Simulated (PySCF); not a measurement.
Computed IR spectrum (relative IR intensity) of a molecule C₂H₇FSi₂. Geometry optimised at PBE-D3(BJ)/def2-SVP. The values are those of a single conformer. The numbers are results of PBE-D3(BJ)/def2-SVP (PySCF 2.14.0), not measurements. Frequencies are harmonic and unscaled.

Lines under 2 % of the strongest are left out, and lines within 2 cm⁻¹ are merged.

ν (cm⁻¹): 575 (w), 623 (m), 719 (vw), 723 (w), 770 (w), 836 (vw), 876 (vs), 900 (w), 906 (w), 914 (w), 929 (m), 1008 (vw), 1142 (w), 2156 (m), 2161 (m), 2172 (m), 2176 (w), 2183 (m) (against the strongest line: vs over 80 %, s over 45 %, m over 15 %, w over 4 %, vw less)

### Question
Which molecule gave these data?
A) F[SiH2]/C=C/[SiH3]
B) F/C=C\[SiH2][SiH3]
C) C=C[SiH2][SiH2]F
D) F[C@H]1C[SiH2][SiH2]1

### Answer
A, F[SiH2]/C=C/[SiH3]
